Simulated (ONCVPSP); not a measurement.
## Pseudopotential generation for scandium (Sc): ONCV, PBE, scalar-relativistic.

- Element: Sc
- Generator: ONCVPSP 4.0.1
- Type: optimised norm-conserving Vanderbilt (ONCV)
- Functional: PBE
- Relativity: scalar-relativistic
- Frozen core: [Ne]
- Valence charge: 11
- Reference configuration: 3s2 3p6 3d1 4s1.5 4p0.5
- Partial waves: 3s+4s: rc 1.90 bohr, ncon 5, nbas 9, qcut 5.7 1/bohr, 2 projectors; 3p+4p: rc 1.90 bohr, ncon 4, nbas 9, qcut 8.4 1/bohr, 3 projectors, debl 3.2 Ha; 3d: rc 2.40 bohr, ncon 3, nbas 7, qcut 7.8 1/bohr, 3 projectors, debl 1.9 Ha
- Local potential: polynomial inside 1.55 bohr (lpopt 5, dvloc0 6 Ha)
- Core correction: Teter function, fcfact 5.25, rcfact 1.3

Results:

```json
{"Cutoffs needed": "19 Ha and 22 Ha (the cutoffs (Ha) at which the residual kinetic energy of the hardest occupied pseudo-wave falls to 1 and 0.1 mHa per electron)", "Ghost test": "no bound ghost flagged; no localised positive-energy state flagged", "Largest excitation error": "-3.5 meV (all-electron minus pseudo) for 3s2 3p6 3d1 4s0 4p0, out of 4 test configurations", "rms error of d²Exc/dni dnj": "1.46 mHa without and 1.00 mHa with the model core"}
```

Generation and tests took about 5.3 s on one core of a shared server CPU.
